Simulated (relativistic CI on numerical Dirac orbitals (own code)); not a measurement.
**Ag3+: 3d photoemission**

Computed with this model: Dirac-Coulomb-Breit CI, orbitals from a KLI potential per configuration, model QED, valence Slater integrals scaled by 0.7, multiplet model of photoemission in the sudden approximation; configurations [Kr] 4d8 → [Ar] 3d9 4s2 4p6 4d8; 300 K; Lorentzian 0.3 eV and Gaussian 0.5 eV FWHM. Energies are those of the free ion, without screening or charge transfer. The energies are binding energies and can lie tens of eV above those of solids. S is read from ⟨S²⟩ = S(S + 1).

Field parameters in Wybourne normalisation: Td as Oh with Dq negative (B⁴₀ = 21Dq, B⁴₄ = √(5/14) B⁴₀). The field is a parameter set, without covalency.

Computed curve for Td, 10Dq = -7350 cm⁻¹, scaled to 100 at the maximum (points under 2 are left out and the grid is thinned):

(Energy (eV), Intensity): (415.2, 2.1), (415.5, 3.3), (415.8, 5.9), (416.1, 14.9), (416.4, 49.1), (416.7, 97.5), (417.0, 79.8), (417.3, 43.6), (417.6, 25.8), (417.9, 13.0), (418.3, 9.5), (418.6, 10.2), (418.9, 10.1), (419.2, 7.8), (419.5, 7.7), (419.8, 12.1), (420.1, 16.2), (420.4, 15.9), (420.7, 14.4), (421.0, 12.0), (421.3, 9.5), (421.6, 8.1), (421.9, 4.9), (422.2, 3.3), (422.5, 3.0), (422.8, 2.9), (423.1, 3.7), (423.4, 5.7), (423.7, 12.0), (424.0, 28.5), (424.4, 57.1), (424.7, 54.7), (425.0, 32.5), (425.3, 15.8), (425.6, 8.7), (425.9, 5.8), (426.2, 4.1), (426.5, 3.6), (426.8, 3.1), (427.1, 2.2)

The ground state has S = 0.99, and the centroid lies at 420.21 eV.
